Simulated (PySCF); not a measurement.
Task: Write a Z-matrix for InChI=1S/C2H5FGeO/c1-2(5)4-3/h4H2,1H3 as optimised with PBE0-D3(BJ)/def2-SVP.

Result: 
Z-matrix in Å and degrees, rows numbered from 1:
```
C 
C   1  1.4985
O   2  1.2061  1  124.37
Ge  2  2.0014  1  118.88  3   179.87
F   4  1.7524  2  106.74  1    -1.07
H   1  1.1027  2  109.16  3  -116.41
H   1  1.1016  2  110.24  3   127.52
H   1  1.0990  2  110.38  3     4.70
H   4  1.5353  2  111.67  1  -117.77
H   4  1.5363  2  111.30  1   115.57
```

The 5 heavy atoms lie in one plane (0.008 Å rms). Ge4 (germanium bonded to C, F and 2 H) is tetrahedral (angles from 106.7° to 112.5°).

Computed, not measured: PBE0-D3(BJ)/def2-SVP geometry optimisation, gas phase in PySCF.

Point group: near Cs, missed by 0.14 Å at most; the miss may be what the optimiser left on a soft mode. No PBE0-D3(BJ)/def2-SVP frequencies stand behind this structure, so it isn't proved a minimum. The numbers are those of one conformer (C1–C2–Ge4–F5 -1°).
